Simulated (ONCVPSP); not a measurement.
# Which setting gave this result? (Mn (Z = 25), ONCV)

Base potential:

Mn (Z = 25), optimised norm-conserving Vanderbilt (ONCV), made with ONCVPSP 4.0.1 (PBE, scalar-relativistic). Core [Ar], reference 3d5 4s2. Waves: 4s: rc 2.45 bohr, ncon 4, nbas 8, qcut 2.3 1/bohr, 2 projectors, debl 0.7 Ha; p scattering state at 0.07 Ha: rc 1.95 bohr, ncon 3, nbas 7, qcut 4 1/bohr, 2 projectors, debl 1.2 Ha; 3d: rc 1.25 bohr, ncon 3, nbas 8, qcut 15.1 1/bohr, 1 projector. Local part: polynomial inside 0.95 bohr (lpopt 1, dvloc0 0 Ha). Core correction: none.

Cutoffs, loose and tight: the cutoffs (Ha) at which the residual kinetic energy of the hardest occupied pseudo-wave falls to 1 and 0.1 mHa per electron. They do not see the model core or the augmentation charge, which bear on the density cutoff. Test errors are all-electron minus pseudo excitation energies from the reference, over the configurations 3d5 4s1; 3d5 4s0; 3d4 4s0; 3d3 4s0; variants that change the core or the reference have their own tests.

Only the scale of all radii (base = 1) is moved (4 further runs of the sweep failed or gave no value and are left out):

| scale of all radii (base = 1) | cutoff, loose | cutoff, tight | bound ghosts | largest test error (meV) | median size of the test errors |
| --- | --- | --- | --- | --- | --- |
| 0.84 | 79 Ha | 91 Ha | s, p | +222 | 157.4 meV |
| 0.97 | 72 Ha | 83 Ha | s, p | -307 | 136.9 meV |
| 1.03 | 69 Ha | 80 Ha | s, p | -395 | 112.1 meV |
| 1.09 | 62 Ha | 72 Ha | s | -482 | 81.6 meV |
| 1.14 | 58 Ha | 67 Ha | s | -569 | 50.6 meV |

One more run gave cutoff, loose: 76 Ha; cutoff, tight: 88 Ha; bound ghosts: s, p; largest test error (meV): -247; median size of the test errors: 153.1 meV. Which value of the scale of all radii (base = 1) was used?

0.9. The median size of the test errors moves one way along this sweep, from 157.4 meV at 0.84 to 50.6 meV at 1.14, which places the run between 0.84 and 0.97.
